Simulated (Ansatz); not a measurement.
LaCu₄ (the lowest doublet isomer of a short search) was relaxed with r2SCAN-D4 (def2-SVP) in Ansatz in these states: neutral doublet, neutral quartet. The geometries follow in no particular order.

In the def2 sets La takes a core potential; there is no spin–orbit coupling.

A:

```csv
atom,x (Å),y (Å),z (Å)
La1,-0.424,1.520,0.987
Cu2,-0.369,-1.267,0.406
Cu3,1.749,-0.334,0.898
Cu4,-1.660,0.015,-1.105
Cu5,0.704,0.066,-1.186
```

B:

Cartesian coordinates in Å:
```
La 0.207 0.712 -1.630
Cu -0.582 -1.301 0.125
Cu -1.777 0.719 0.305
Cu 1.732 -0.876 0.055
Cu 0.421 0.746 1.146
```

Task: Judge from the bond lengths which geometry belongs to which state (an estimate).

Result: A is the neutral quartet (Cu2–Cu5 2.337 Å, La1–Cu3 2.858 Å, La1–Cu4 2.858 Å); B is the neutral doublet (Cu2–Cu5 2.497 Å, La1–Cu3 2.772 Å, La1–Cu4 2.772 Å).
